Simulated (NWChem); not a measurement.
Molecule: GeSiH₆O₂; SMILES O[SiH](O)[GeH3]

```xyz
10

Si    -0.3785     1.0419     0.0000
O      0.3342     1.6237    -1.4092
O      0.3342     1.6237     1.4092
Ge     0.0406    -1.2963     0.0000
H     -1.8449     1.4173     0.0000
H      0.0439     2.5054    -1.7015
H      0.0439     2.5054     1.7015
H      1.5658    -1.5763     0.0000
H     -0.5776    -1.9677    -1.2556
H     -0.5776    -1.9677     1.2556
```
Atoms are numbered in this order, from 1.

All runs: NWChem. Pople sets run with spherical d functions. Structure relaxed at the PBE-D3(BJ)/def2-SVP level.

For level RPBE/6-31G*:

- highest occupied level (eV): -6.73

### Question
Estimate the same quantities for level BLYP/6-31G*.

### Answer
* **highest occupied level (eV)**: -6.59
